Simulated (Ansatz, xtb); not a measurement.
C3H6O2SSi: which of two isomers lies lower

Structure a: `C#CCS[SiH](O)O`, a singlet. Structure b: `C=C1O[SiH2]OCS1`, a singlet. Both are isolated molecules in the gas phase, relaxed with PBE-D3(BJ)/def2-SVP; each stands in its lowest conformer found.

**Question.** Estimate which is lower in electronic energy at CCSD(T)/def2-SVP + ΔMP2/def2-TZVPP, and by roughly how much.

**Answer.** The CCSD(T)/def2-SVP + ΔMP2/def2-TZVPP calculation puts structure a lower, by 53.8 kJ/mol.

Level by level:

```tsv
level	geometry	E(b) − E(a) (kJ/mol)	departure from the last row (kJ/mol)	job, with rough time for the two
PBE-D3(BJ)/def2-SVP	PBE-D3(BJ)/def2-SVP	+0.6	−53.2	optimisation, 1.9 min
HF/def2-SVP	PBE-D3(BJ)/def2-SVP	+30.2	−23.6	part of the CCSD(T) run
MP2/def2-SVP	PBE-D3(BJ)/def2-SVP	+46.5	−7.3	part of the CCSD(T) run
CCSD(T)/def2-SVP	PBE-D3(BJ)/def2-SVP	+27.0	−26.8	single point
CCSD(T)/def2-SVP + ΔMP2/def2-TZVPP	PBE-D3(BJ)/def2-SVP	+53.8		single point, 98 s
```

As drawn, b has 1 C=C, 2 C–O, 1 C–S, 1 C–H, 1 Si–H in place of 1 C≡C, 1 C–C, 1 S–Si, 2 O–H. Structure a has no ring, b a 6-membered ring.

PBE-D3(BJ)/def2-SVP finds them nearly level. The largest departure from CCSD(T)/def2-SVP + ΔMP2/def2-TZVPP is that of PBE-D3(BJ)/def2-SVP, 53.2 kJ/mol. Levels run at GFN2-xTB geometries aren't shown. The last row adds to CCSD(T) the change of the MP2 difference between the two basis sets, here +26.8 kJ/mol, a large step that makes the value less sure.

With thermal terms from frequencies at re-optimised GFN2-xTB minima (ideal gas, soft modes damped towards free rotors, one conformer each, 298.15 K, 1 atm): on the last row, ΔE + ΔZPE = +59.1, ΔH = +52.9, ΔG = +66.4 kJ/mol.

The correlated steps freeze 15 core orbitals. Run with Ansatz 0.2.0, xtb 6.7.1; the last row on 2 threads of Intel(R) Xeon(R) Processor @ 2.70GHz on a shared host.
